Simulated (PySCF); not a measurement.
Consider `N#Cc1ccc(Br)cc1` (C7H4BrN). Coordinates in Å; atoms count from 1 in this order:
```
N     3.6864    0.4704   -0.0322
C     2.5362    0.3249   -0.0231
C     1.1163    0.1440   -0.0121
C     0.2643    1.2580    0.0109
C    -1.1139    1.0832    0.0216
C    -1.6413   -0.2088    0.0093
Br   -3.5069   -0.4479    0.0243
C    -0.8058   -1.3264   -0.0136
C     0.5720   -1.1487   -0.0243
H     0.6887    2.2634    0.0205
H    -1.7806    1.9465    0.0396
H    -1.2343   -2.3296   -0.0230
H     1.2355   -2.0150   -0.0421
```

Computed at ωB97X-D3(BJ)/ma-def2-SVP // PBE0-D3(BJ)/def2-SVP with PySCF (density fitting, grid level 2). ωB97X-D3(BJ) is ωB97X-V with D3(BJ) in place of VV10. Zero-point and thermal terms (298.15 K, 1 bar) come from unscaled PBE0-D3(BJ)/def2-SVP harmonic frequencies, with soft modes damped to free rotors in the entropy.

(1) What are the vertical and the adiabatic ionisation energy for forming the radical cation?

(2) Where does the unpaired spin of the relaxed radical cation sit?

(3) What oxidation potential follows in dichloromethane (IEF-PCM), on the absolute scale?

(4) How far is −ε(HOMO) from the vertical value by ΔSCF?

Answers

(1) 9.66 eV vertical and 9.48 eV adiabatic, the latter with zero-point energy.

(2) C3 (aromatic carbon) 0.34, Br7 (bromine) 0.25, N1 (nitrile nitrogen) 0.23, C6 (aromatic carbon) 0.23 (intrinsic atomic orbital populations).

(3) In the gas phase ΔG of oxidation is 9.458 eV, and solvation is -25.0 kJ/mol for the parent and -214.7 kJ/mol for the product, so the absolute potential is 7.49 V. The solvent is electrostatics only, on gas-phase structures; the absolute scale refers to an electron at rest in vacuum.

(4) −ε(HOMO) = 9.82 eV, which is 0.17 eV above the ΔSCF value.

Note: ma-def2-SVP is a small basis, whose errors can reach tens of kJ/mol; spin-orbit coupling is left out of the energies, which matters for open shells on the heavier atoms; atoms from Ga to Kr are treated without relativity.

Differences come from unrounded values, so a last digit can differ from that of the printed terms.
